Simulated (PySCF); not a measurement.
Se(Me)(OSiH3) (CH₆OSeSi), SMILES C[Se]O[SiH3].

Geometry optimised at TPSSh-D3(BJ)/def2-SVP. The structure was generated by enumeration, and PubChem lists no compound with its InChIKey, so it may never have been made. The values are those of a single conformer.

Computed with PySCF with TDDFT-PBE0/def2-SVPD.

Vertical excitations. The molecule is in vacuum.

| state | energy (eV) | λ (nm) | f | main pairs |
|---|---|---|---|---|
| S1 | 3.46 | 358 | 0.000 | HOMO→LUMO 99 % |
| S2 | 5.42 | 229 | 0.000 | HOMO→LUMO+1 84 % |
| S3 | 5.49 | 226 | 0.008 | HOMO−1→LUMO 88 % |
| S4 | 5.62 | 221 | 0.032 | HOMO→LUMO+2 89 % |
| S5 | 6.39 | 194 | 0.005 | HOMO→LUMO+3 90 % |
| S6 | 6.57 | 189 | 0.028 | HOMO→LUMO+4 90 % |
| S7 | 6.69 | 185 | 0.038 | HOMO−2→LUMO 56 %, HOMO→LUMO+5 36 % |
| S8 | 6.81 | 182 | 0.018 | HOMO→LUMO+5 58 %, HOMO−2→LUMO 32 % |
| S9 | 6.94 | 179 | 0.071 | HOMO→LUMO+6 70 %, HOMO→LUMO+7 18 % |
| S10 | 7.01 | 177 | 0.002 | HOMO→LUMO+7 72 %, HOMO→LUMO+6 22 % |
| T1 | 2.67 | 464 | 0 | HOMO→LUMO 97 % |
| T2 | 4.79 | 259 | 0 | HOMO→LUMO+1 71 %, HOMO→LUMO+2 19 % |
| T3 | 4.82 | 257 | 0 | HOMO−1→LUMO 92 % |
| T4 | 5.44 | 228 | 0 | HOMO→LUMO+2 75 %, HOMO→LUMO+1 21 % |
Triplets are in the Tamm–Dancoff approximation, which puts them higher than full response would, so one can lie above its singlet here.
